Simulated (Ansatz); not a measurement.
Mulliken charges of H6InNOSn (`[NH2][InH][SnH2][OH]`) from PBE/def2-TZVPP in Ansatz (PBE0-D4/def2-TZVP geometry).

| atom | x (Å) | y (Å) | z (Å) | charge (e) |
| --- | --- | --- | --- | --- |
| N1 | -2.055 | 1.471 | -0.666 | -0.494 |
| In2 | -0.267 | 0.641 | -1.046 | 0.420 |
| Sn3 | 0.659 | -1.140 | 0.863 | 0.475 |
| O4 | 2.591 | -0.803 | 1.159 | -0.508 |
| H5 | -2.486 | 2.170 | -1.250 | 0.155 |
| H6 | -2.577 | 1.332 | 0.182 | 0.154 |
| H7 | 0.464 | 1.126 | -2.526 | -0.122 |
| H8 | 0.509 | -2.798 | 0.430 | -0.133 |
| H9 | 0.030 | -0.920 | 2.437 | -0.120 |
| H10 | 3.132 | -1.079 | 0.417 | 0.172 |

Question: By hand: the dipole of these point charges (1 e Å = 4.8032 D).

Answer: Σ q r = (-0.472, 0.110, -0.425) e Å, of length 0.645 e Å = 3.10 D.

Question: How does the dipole of the full density compare? (Best estimate.)

Answer: Ansatz gave: (-0.322, 0.049, -0.279) e Å, 2.06 D; the point charges give 1.50 times that, at 3° from its direction.

Point charges leave out the atoms' own dipoles, such as those of lone pairs, and Mulliken's split depends on the basis, so the two needn't agree.
